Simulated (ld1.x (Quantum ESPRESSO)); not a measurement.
## sulfur (S): one change to a PAW potential, before and after

```
Element                 : S (Z = 16)
Generator               : ld1.x (Quantum ESPRESSO) 7.5
Type                    : PAW
Functional              : PBE
Relativity              : scalar-relativistic
Frozen core             : [Ne]
Valence charge          : 6
Reference configuration : 3s2 3p2 (charge +2)
Partial waves           : 3s (bound): rcut 1.05, rcutus 1.40 bohr; 3s channel at -2.6 Ry: rcut 1.05, rcutus 1.40 bohr; 3p (bound): rcut 1.25, rcutus 1.65 bohr; 3p channel at -1.7 Ry: rcut 1.25, rcutus 1.65 bohr
Local potential         : all-electron potential smoothed inside 1.15 bohr (lloc = -1)
Core correction         : Bessel-smoothed model core inside 1.30 bohr
Augmentation charge     : PSQ, inside the norm-conserving radii
```

All-electron outer shells of the reference configuration (PBE, scalar-relativistic, ld1.x):

```json
{"shell": "3s", "level (eV)": "-39.40", "outermost node (bohr)": "0.60", "outermost maximum (bohr)": "1.37"}
{"shell": "3p", "level (eV)": "-27.98", "outermost node (bohr)": "0.57", "outermost maximum (bohr)": "1.50"}
```

Change: core correction Bessel-smoothed model core inside 1.70 bohr.

Cutoffs: the cutoffs (Ry, on a coarse ladder) from which the occupation-weighted sum of valence levels, in a spherical-Bessel basis at the reference potential, stays within 10 and 1 mRy of its value at 400 Ry; they do not see the model core or the augmentation charge, which bear on the density cutoff. Errors are all-electron minus pseudo energies relative to the spin-unpolarised reference configuration.

**Question.** What does the change do?

**Answer.** The potential gets neither clearly harder nor softer (21 Ry and 35 Ry → 21 Ry and 35 Ry); of the 7 tests that both files solve, the error grows in 2 and shrinks in 5 by more than 15 % and 0.3 meV (median size 2.2 → 1.3 meV); neither file shows a bound ghost. A wider model core is smoother and lowers the density cutoff, which this test does not measure.

```csv
quantity,base,changed
"cutoff, loose",21 Ry,21 Ry
"cutoff, tight",35 Ry,35 Ry
bound ghosts,none,none
"error for 3s2 3p4, meV [ΔE -34.05 eV]",-2.2,-0.8
"error for 3s2 3p3, meV [ΔE -22.28 eV]",-0.8,-0.1
"error for 3s2 3p1, meV [ΔE 34.04 eV]",-9.4,-6.7
"error for 3s2 3p0, meV [ΔE 80.84 eV]",-51,-33
"error for 3s0 3p6, meV [ΔE -13.31 eV]",-0.6,+2.2
"error for 3s1 3p4, meV [ΔE -11.40 eV]",-0.3,+1.3
"error for 3s2 3p4.3, meV [ΔE -35.76 eV]",-2.2,-0.7
s: phases at 1.79 bohr within 0.05 rad from the reference energy up to (Ry; the scan ends near 5),3.9,3.9
p: phases at 1.79 bohr within 0.05 rad from the reference energy up to (Ry; the scan ends near 5),to the end of the scan,to the end of the scan
lowest overlap eigenvalue by channel,"s 0.45, p 0.77","s 0.45, p 0.77"
```
